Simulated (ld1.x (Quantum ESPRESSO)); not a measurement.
**neon (Ne), ultrasoft: configuration errors across variants**

neon (Ne), ultrasoft, made with ld1.x (Quantum ESPRESSO) 7.5 (PBEsol, non-relativistic). Core [He], reference 2s2 2p5.5 (charge +0.5). Waves: 2s (bound): rcut 0.60, rcutus 0.80 bohr; 2s channel at -2.05 Ry: rcut 0.60, rcutus 0.80 bohr; 2p (bound): rcut 1.30, rcutus 1.65 bohr; 2p channel at 2.1 Ry: rcut 1.30, rcutus 1.65 bohr. Local part: all-electron potential smoothed inside 1.20 bohr (lloc = -1). Core correction: a·sin(br)/r model core inside 0.75 bohr. Augmentation charge: PSQ, radius 0.70 bohr.

All-electron excitation energies from the reference (eV): (1) 2s2 2p6 -8.841; (2) 2s2 2p5 13.574; (3) 2s2 2p4 56.748; (4) 2s2 2p3 124.040; (5) 2s1 2p6 36.696; (6) 2s2 2p2 218.475.

Tests that are not counted but printed errors over 1 eV. “waves 2p (bound): rcut 1.30, rcutus 2.14 bohr; 2p channel at 2.1 Ry: rcut 1.30, rcutus 2.14 bohr”: 2s2 2p2 (converged, but collapsed or in another state, printed error -169 eV). “waves 2p (bound): rcut 1.30, rcutus 2.30 bohr; 2p channel at 2.1 Ry: rcut 1.30, rcutus 2.30 bohr”: 2s2 2p3 (converged, but collapsed or in another state, printed error -224 eV); 2s2 2p2 (converged, but collapsed or in another state, printed error -169 eV).

Errors AE − PS in meV (a dash: test not solved or not reliable):

```csv
change,(1),(2),(3),(4),(5),(6),bound ghosts
base,-0.1,-2.0,-42,-159,+1.4,-279,none
"waves 2p (bound): rcut 0.96, rcutus 1.02 bohr; 2p channel at 2.1 Ry: rcut 0.96, rcutus 1.02 bohr",+0.2,+0.7,+11,+54,+3.3,+180,none
"waves 2p (bound): rcut 1.18, rcutus 1.26 bohr; 2p channel at 2.1 Ry: rcut 1.18, rcutus 1.26 bohr",–,–,–,–,–,–,none
"waves 2p (bound): rcut 1.28, rcutus 1.36 bohr; 2p channel at 2.1 Ry: rcut 1.28, rcutus 1.36 bohr",–,–,–,–,–,–,none
"waves 2p (bound): rcut 1.30, rcutus 1.56 bohr; 2p channel at 2.1 Ry: rcut 1.30, rcutus 1.56 bohr",–,–,–,–,–,–,none
"waves 2p (bound): rcut 1.30, rcutus 1.68 bohr; 2p channel at 2.1 Ry: rcut 1.30, rcutus 1.68 bohr",-0.2,-2.0,-37,-132,+1.0,-219,none
"waves 2p (bound): rcut 1.30, rcutus 1.90 bohr; 2p channel at 2.1 Ry: rcut 1.30, rcutus 1.90 bohr",-0.2,-2.4,-47,-181,+0.2,-348,none
"waves 2p (bound): rcut 1.30, rcutus 2.02 bohr; 2p channel at 2.1 Ry: rcut 1.30, rcutus 2.02 bohr",-0.1,-2.8,-57,-227,+0.1,-451,none
"waves 2p (bound): rcut 1.30, rcutus 2.14 bohr; 2p channel at 2.1 Ry: rcut 1.30, rcutus 2.14 bohr",+0.2,-3.3,-74,-307,0.0,–,none
"waves 2p (bound): rcut 1.30, rcutus 2.30 bohr; 2p channel at 2.1 Ry: rcut 1.30, rcutus 2.30 bohr",+0.6,-3.5,-86,–,+0.1,–,none
```

(1) Give the same row for: waves 2p (bound): rcut 1.30, rcutus 2.48 bohr; 2p channel at 2.1 Ry: rcut 1.30, rcutus 2.48 bohr.

## Answers

(1) +1.6, -3.5, -102, –, +0.6, –; bound ghosts: none. Not counted: 2s2 2p3 (converged, but collapsed or in another state, printed error -225 eV); 2s2 2p2 (converged, but collapsed or in another state, printed error -170 eV).
